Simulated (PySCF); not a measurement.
C₂H₄Cl₂Si₂, SMILES Cl[Si]([SiH3])(Cl)C#C.

Coordinates come from a B3LYP-D3(BJ)/def2-SVP optimisation. This is a generated structure with no PubChem entry under its InChIKey; it may be hypothetical.

Two levels are set side by side: TDA-PBE/def2-SVPD (PySCF) and TDA-CAM-B3LYP/def2-SVPD (PySCF). Vertical, same geometry. The lowest singlet is HOMO→LUMO 96 % with PBE and HOMO→LUMO+1 37 %, HOMO−2→LUMO+1 27 %, HOMO−1→LUMO 18 % with the other functional; states are paired by order. Differences are taken from unrounded values.

```json
[
 {"quantity": "lowest singlet excitation (eV)", "TDA-CAM-B3LYP": "5.74"},
 {"quantity": "lowest triplet excitation (TDA) (eV)", "TDA-CAM-B3LYP": "4.73"},
 {"quantity": "first bright state (f over 0.05) (eV)", "TDA-CAM-B3LYP": "7.66"},
 {"quantity": "its oscillator strength", "TDA-CAM-B3LYP": "0.11"}
]
```

### Question
What does TDA-PBE give, and how far is it from TDA-CAM-B3LYP? (An estimate is asked for; the answer gives what the named calculation found.)

### Answer

| quantity | TDA-PBE | TDA-PBE minus TDA-CAM-B3LYP |
|---|---|---|
| lowest singlet excitation (eV) | 5.31 | -0.43 |
| lowest triplet excitation (TDA) (eV) | 4.61 | -0.12 |
| first bright state (f over 0.05) (eV) | 6.22 | -1.44 |
| its oscillator strength | 0.06 | -0.06 |

Functionals without exact exchange tend to place singlet excitations lower, as here. Differences between two approximate levels are no errors against the true value.

Rough cost on one machine, each run with all the roots and properties that it gave: TDA-CAM-B3LYP against TDA-PBE about 5 times.
